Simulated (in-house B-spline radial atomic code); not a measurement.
Cl²⁺. Computed with a B-spline radial atomic code. Model: all-electron spherical atom, spin shells full or empty, radial basis limit, no spin-orbit coupling, Breit or QED, empty-state partial waves extrapolated as (l+1/2)^-4, RPA, G0W0 and static COHSEX of the highest shell as one setting changes (uncorrelated shells keep exact exchange).

Given: element Cl; charge 2; filled core Ne; hamiltonian non-relativistic; mean-field start PBE0; highest l of empty states 9; highest mean-field shell 3p up.

Shell: 3s 1 1, 3p 3 0 (electrons up and down).

```
natural log step of frequency grid  RPA correlation energy (hartree)  G0W0 level (eV)  G0W0 minus most complete (meV)  RPA minus most complete (millihartree)  linearised minus solved G0W0 (meV)
                              0.25                          -0.86633          -39.705                               0                                       0                               -16.5
                               0.4                          -0.86633          -39.705                               0                                       0                               -16.5
                               0.6                          -0.86633          -39.705                             0.1                                       0                               -16.5
                               0.9                          -0.86636          -39.705                               0                                       0                               -16.6
                               1.3                          -0.86684           -39.71                            -4.7                                    -0.5                               -17.4
                               1.8                                 ?                ?                               ?                                       ?                                   ?
                               2.5                                 ?                ?                               ?                                       ?                                   ?
                               3.5                          -0.80662          -39.656                            49.8                                    59.7                                 -13
```

(1) What follows for natural log step of frequency grid = 2.5?

(2) What follows for natural log step of frequency grid = 1.8?

Results:

(1) RPA correlation energy -0.83583 hartree; G0W0 level -39.587 eV; G0W0 minus most complete 118.5 meV; RPA minus most complete 30.5 millihartree; linearised minus solved G0W0 -7.5 meV.

(2) RPA correlation energy -0.86576 hartree; G0W0 level -39.676 eV; G0W0 minus most complete 29.2 meV; RPA minus most complete 0.6 millihartree; linearised minus solved G0W0 -11.7 meV.
